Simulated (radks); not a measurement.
The numbers below are computed, except where a source is named.
The calcium ion Ca+ inside a hard spherical wall (all orbitals vanish at R), configuration held at [Ar] 4s1 and not refilled when levels cross. Level of theory: scalar-relativistic Kohn-Sham, PBE, spin-polarised, spherical densities, finite nucleus; open shells are filled with parallel spins first; Fermi nuclear charge, rms radius 3.4776 fm (a radial shooting solver on a logarithmic mesh with Libxc functionals). Eigenvalues in eV for spin up, with the zero of energy where the potential of the charges vanishes at infinity; a dash marks a level that is unbound or too diffuse for the functional's potential to be trusted. A positive occupied level is held by the wall or, in an anion where self-interaction has pushed it up, behind a barrier. The pressure on the wall is -dE/dV.

R (bohr),E (hartree),kinetic (hartree),e(2p),e(3s),e(3p),e(4s),"e(3d, empty)","e(4p, empty)",pressure (GPa)
free,-680.10018,684.737,-341.71,-54.006,-34.912,-9.339,-8.500,-6.254,0
8,-680.09724,684.763,-341.56,-53.860,-34.769,-9.195,-8.373,-5.892,0.131
7,-680.09050,684.806,-341.33,-53.652,-34.566,-8.924,-8.185,-5.367,0.538
5,-680.00751,685.163,-339.95,-52.453,-33.407,-6.176,-6.917,-1.127,9.77
4,-679.80183,685.910,-337.93,-50.877,-31.877,-0.175,-4.853,6.803,54.1
3.5,-679.52867,686.900,-335.65,-49.279,-30.266,7.004,-2.584,15.520,150
2,-672.46730,710.300,-297.38,-21.556,0.122,125.77,33.262,139.30,9720
1.5,-655.08539,757.369,-244.60,35.465,60.158,328.33,90.402,333.72,67700
